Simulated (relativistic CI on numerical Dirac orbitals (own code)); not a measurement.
Calculated levels, Xe⁴⁵⁺

These numbers are calculated, not measured: Dirac-Coulomb-Breit CI, separate exchange-only KLI orbitals for each configuration, model QED (radiative potential, 1s self-energy scaled to tabulated hydrogen-like ionisation energies), unscaled Slater integrals (own radial code, finite nucleus).

Configurations in the expansion (outside the closed core 1s2): 2s2 2p5, 2s 2p6, 2p6 3s, 2p6 3p, 2p6 3d, 2s2 2p4 3s, 2s2 2p4 3p, 2s2 2p4 3d, 2s 2p5 3s, 2s 2p5 3p, 2s 2p5 3d, 2s2 2p4 4s, 2s2 2p4 4p, 2s2 2p4 4d, 2s2 2p4 4f, 2s 2p5 4s. Levels of other configurations are missing.

The lowest level is 2s2 2p5 2P°_3/2, with 100 % of that term; Hund's rules for 2s2 2p5 give 2P° with J = 3/2, in agreement.

```csv
No.,Configuration,Term,J,E (10³ cm⁻¹),%,jj configuration (%)
1,2s2 2p5,2P°,3/2,0.0,100,2p3/2^3 (100)
2,2s2 2p5,2P°,1/2,2703.8,100,2p1/2 2p3/2^4 (100)
3,2s 2p6,2S,1/2,5170.9,100,2s (100)
4,2p4(3P) 3s,4P,5/2,34845.4,71,2p3/2^2 3s (100)
5,2p4(3P) 3s,2P,3/2,34906.4,57,2p3/2^2 3s (100)
6,2p4(1S) 3s,2S,1/2,35173.9,62,2p3/2^2 3s (99)
7,2p4(3P) 3p,4P°,3/2,35533.3,34,2p3/2^2 3p1/2 (99)
8,2p4(3P) 3p,2D°,5/2,35554.3,36,2p3/2^2 3p1/2 (100)
9,2p4(1S) 3p,2P°,1/2,35843.4,73,2p3/2^2 3p1/2 (98)
10,2p4(3P) 3p,2D°,5/2,36271.8,50,2p3/2^2 3p3/2 (99)
11,2p4(3P) 3p,4D°,7/2,36276.7,70,2p3/2^2 3p3/2 (100)
12,2p4(1D) 3p,2P°,1/2,36284.1,48,2p3/2^2 3p3/2 (98)
13,2p4(3P) 3p,2P°,3/2,36528.2,43,2p3/2^2 3p3/2 (99)
14,2p4(1S) 3p,2P°,3/2,36652.8,65,2p3/2^2 3p3/2 (99)
15,2p4(3P) 3d,4D,3/2,37075.8,34,2p3/2^2 3d3/2 (99)
16,2p4(3P) 3d,4D,5/2,37087.3,42,2p3/2^2 3d3/2 (94)
17,2p4(3P) 3d,4P,1/2,37107.8,44,2p3/2^2 3d3/2 (94)
18,2p4(3P) 3d,2F,7/2,37110.5,34,2p3/2^2 3d3/2 (98)
19,2p4(3P) 3d,2F,7/2,37251.9,51,2p3/2^2 3d5/2 (98)
20,2p4(3P) 3d,4F,9/2,37260.9,70,2p3/2^2 3d5/2 (100)
21,2p4(3P) 3d,2P,1/2,37337.0,51,2p3/2^2 3d5/2 (93)
22,2p4(1S) 3d,2D,3/2,37369.3,59,2p3/2^2 3d3/2 (61)
23,2p4(3P) 3d,2D,5/2,37465.1,47,2p3/2^2 3d5/2 (92)
24,2p4(1S) 3d,2D,3/2,37490.2,29,2p3/2^2 3d5/2 (41)
25,2p4(3P) 3s,4P,3/2,37554.1,64,2p1/2 2p3/2^3 3s (73)
26,2p4(3P) 3s,2P,1/2,37591.4,66,2p1/2 2p3/2^3 3s (99)
27,2p4(1S) 3d,2D,5/2,37626.6,51,2p3/2^2 3d5/2 (76)
28,2p4(1D) 3s,2D,5/2,37704.8,53,2p1/2 2p3/2^3 3s (74)
29,2p4(1D) 3s,2D,3/2,37713.0,67,2p1/2 2p3/2^3 3s (98)
30,2p4(3P) 3p,4P°,1/2,38204.2,54,2p1/2 2p3/2^3 3p1/2 (99)
31,2p4(3P) 3p,4D°,3/2,38252.0,53,2p1/2 2p3/2^3 3p1/2 (99)
32,2p4(1D) 3p,2F°,5/2,38358.3,54,2p1/2 2p3/2^3 3p1/2 (100)
33,2p4(1D) 3p,2P°,3/2,38563.6,55,2p1/2 2p3/2^3 3p1/2 (98)
34,2p4(3P) 3p,4D°,5/2,38941.1,54,2p1/2 2p3/2^3 3p3/2 (98)
35,2p4(3P) 3p,2P°,1/2,38984.9,36,2p1/2 2p3/2^3 3p3/2 (99)
36,2p4(3P) 3p,2D°,3/2,38998.9,50,2p1/2 2p3/2^3 3p3/2 (99)
37,2p4(1D) 3p,2F°,7/2,39092.4,70,2p1/2 2p3/2^3 3p3/2 (100)
38,2p4(1D) 3p,2P°,3/2,39094.7,44,2p1/2 2p3/2^3 3p3/2 (98)
39,2p4(1D) 3p,2D°,5/2,39147.7,70,2p1/2 2p3/2^3 3p3/2 (98)
40,2p4(1D) 3p,2P°,1/2,39410.7,84,2p1/2 2p3/2^3 3p3/2 (98)
41,2s 2p5 3s,4P°,5/2,39686.8,97,2s 2p3/2^3 3s (97)
42,2p4(3P) 3d,4D,1/2,39724.0,81,2p1/2 2p3/2^3 3d3/2 (98)
43,2p4(3P) 3d,4D,3/2,39789.7,35,2p1/2 2p3/2^3 3d3/2 (94)
44,2s 2p5 3s,2P°,3/2,39813.6,71,2s 2p3/2^3 3s (98)
45,2p4(3P) 3d,4F,5/2,39836.6,56,2p1/2 2p3/2^3 3d3/2 (99)
```

Energies count from the lowest computed level; ° marks odd parity. Percentages are summed over parent terms; the parents shown are those of the largest component, closed shells are left out there. Filled j subshells are mostly left out of the jj labels.

The mean weight of the leading LS term, summed over parents, in these 45 levels is 58 %, and that of the leading jj configuration (from the same eigenvectors) 94 %, so jj coupling describes them better and the LS labels are nominal.

At this charge energies of transitions that change n are usually good to better than 1 %, and those within a shell (Δn = 0) to a few per cent.

LS names give the leading component of a level, which can be under half, so a name can repeat, a term be missing and a line seem to break the LS rules.
